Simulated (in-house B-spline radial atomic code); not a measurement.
## Ionising Ag5+ with different functionals

Computed with a B-spline radial code for spherical atoms: scalar-relativistic (spin-free X2C) Hamiltonian, Fermi nucleus of rms radius 4.5454 fm, spin-polarised at highest spin, spherical fractional occupations for the functionals, the average over the highest-spin determinants for Hartree-Fock. The ionisation energy is the difference of two self-consistent energies, [Kr] 4d6 → [Kr] 4d5, without Breit or QED terms; ε is the level of the shell that loses the electron (its least bound occupied spin orbital). There is no spin-orbit coupling in this Hamiltonian.

Hybrids are left out here: with spherical fractional occupations of an open shell their exact exchange keeps a self-interaction that integer-occupation calculations don't have.

```tsv
method	rung	ΔSCF (eV)	-ε(4d) (eV)
Hartree-Fock	Hartree-Fock	81.62	82.84
LDA VWN5	LDA	84.07	75.40
LDA PW92	LDA	84.07	75.39
LDA exchange-only	LDA	81.76	73.20
PBE	GGA	83.61	74.98
PBEsol	GGA	83.62	74.98
BLYP	GGA	83.59	74.90
RPBE	GGA	83.55	74.92
PW91	GGA	83.75	75.10
BP86	GGA	83.77	75.12
AM05	GGA	83.72	75.07
OLYP	GGA	83.89	75.19
TPSS	meta-GGA	83.39	74.78
SCAN	meta-GGA	?	?
r2SCAN	meta-GGA	?	?
revTPSS	meta-GGA	83.29	74.69
```

What does SCAN give?

ΔSCF 82.74 eV, and -ε(4d) = 74.37 eV.

What does r2SCAN give?

ΔSCF 82.74 eV, and -ε(4d) = 74.37 eV.

How do they compare with the NIST value?

NIST lists 82 eV ± 2 (tabulated theory, ground level to ground level). Errors run from -0.38 to +2.07 eV; all lie within about twice that uncertainty, so the table can't rank the methods. Hartree-Fock also lacks correlation.
